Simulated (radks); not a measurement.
The chlorine anion Cl-, [Ar], held by a Watson sphere: a shell of charge +1 at radius R that stands for the Madelung well of a crystal (potential energy -1/R inside, -1/r outside, in hartree with lengths in bohr). Calculated with a radial shooting solver on a logarithmic mesh with Libxc functionals: non-relativistic Kohn-Sham, r2SCAN, spin-polarised, spherical densities, point nucleus; meta-GGA in the generalised Kohn-Sham scheme.

| R (bohr) | e(2p) (eV) | e(3s) (eV) | e(3p) (eV) | <r> 3p (bohr) | sum of <r^2> (bohr^2) | X-ray form factor at sin(theta)/lambda = 0.2 1/angstrom |
|---|---|---|---|---|---|---|
| 2.67 | -192.19 | -20.357 | -8.335 | 1.933 | 34.69 | 12.076 |
| 3.28 | -191.53 | -19.318 | -7.358 | 1.975 | 36.21 | 12.023 |
| 3.53 | -191.25 | -18.942 | -6.991 | 1.988 | 36.69 | 12.013 |
| 3.65 | -191.11 | -18.772 | -6.823 | 1.993 | 36.89 | 12.009 |
| 4.14 | -190.56 | -18.137 | -6.191 | 2.009 | 37.57 | 12.000 |
| 4.26 | -190.43 | -17.995 | -6.049 | 2.012 | 37.71 | 11.998 |
| 4.38 | -190.31 | -17.858 | -5.912 | 2.015 | 37.83 | 11.997 |
| 4.58 | -190.11 | -17.641 | -5.695 | 2.020 | 38.02 | 11.996 |
